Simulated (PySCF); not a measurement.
A series of substituents X on one scaffold: HS-X. Isolated molecules, 0 K electronic values unless said otherwise. One relaxed conformer stands for each flexible species; it need not be the lowest. Strings in code marks are SMILES.

Computed with PySCF with B3LYP-D3(BJ)/def2-TZVP. All candidates: neutral, multiplicity 1. B3LYP has the VWN-RPA correlation part, as in Gaussian. Excitations are Tamm–Dancoff values on a coarser integration grid. The basis has no diffuse functions, so Rydberg states are missing or too high.

```yaml
LUMO: -1.51 eV
HOMO–LUMO gap: 6.68 eV
S1 excitation (TDA): 6.15 eV
```

Task: Identify which member has these values.
A) `SS` (H–S–S–H torsion 90°)
B) `CC(=O)S` (O–C–S–H torsion 180°)
C) `CNS` (C–N–S–H torsion 61°)
D) `BS`

Result: D, `BS`. The others give `CC(=O)S` (O–C–S–H torsion 180°): -0.94 eV, 6.63 eV, 4.84 eV; `SS` (H–S–S–H torsion 90°): -1.31 eV, 5.98 eV, 4.73 eV; `CNS` (C–N–S–H torsion 61°): -0.03 eV, 6.65 eV, 5.33 eV
